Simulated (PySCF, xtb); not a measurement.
C3H6GeO, SMILES O=C1[CH2][GeH2][CH2]1.

GFN2-xTB (xtb) at its own geometry gives an orbital gap of 4.02 eV and a dipole moment of 3.04 D.

The structure is a stationary point at B3LYP-D3(BJ)/def2-SVP. The structure was generated by enumeration, and PubChem lists no compound with its InChIKey, so it may never have been made.

Q: What does PySCF with HF/def2-TZVP give? (An estimate is asked for; the answer gives what the named calculation found.)

A: gap 13.65 eV (levels -10.55 and 3.10 eV), dipole 3.70 D.
